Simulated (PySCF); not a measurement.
Cd(Me)2 (C₂H₆Cd), SMILES [CH3][Cd][CH3].

Geometry: B3LYP-D3(BJ)/def2-SVP. The isomer is the one that the SMILES or the coordinates give; other isomers of the formula were not compared. The def2 effective core potentials stand for the cores of Cd; spin–orbit coupling is left out.

All values below come from TDA-PBE/def2-SVPD run with PySCF.

Vertical excitations; the highest root listed may be one member of a degenerate set. Isolated molecule, no solvent. State labels are in the subgroup C2.

```csv
state,symmetry,energy (eV),λ (nm),f,main pairs
S1,B,5.15,241,0.000,HOMO→LUMO+1 (degenerate set)
S2,A,5.15,241,0.000,HOMO→LUMO (degenerate set)
S3,B,6.03,205,0.499,HOMO→LUMO+2 86 %
S4,A,6.59,188,0.000,HOMO→LUMO+3 99 %
S5,A,7.04,176,0.000,HOMO−1→LUMO+2 94 %
S6,A,7.22,172,0.237,HOMO−1→LUMO+1 (degenerate set)
S7,B,7.22,172,0.237,HOMO−1→LUMO (degenerate set)
S8,B,8.04,154,0.013,HOMO−1→LUMO+3 92 %
S9,B,8.12,153,0.001,"HOMO→LUMO+4 33 %, HOMO−2→LUMO 30 %, HOMO−3→LUMO+1 30 %"
S10,A,8.16,152,0.000,"HOMO−3→LUMO 50 %, HOMO−2→LUMO+1 50 %"
T1,B,4.83,257,0,HOMO→LUMO+2 99 %
T2,B,4.98,249,0,HOMO→LUMO+1 (degenerate set)
T3,A,4.98,249,0,HOMO→LUMO (degenerate set)
T4,A,6.17,201,0,HOMO−1→LUMO+1 99 %
```
Triplets are in the Tamm–Dancoff approximation.
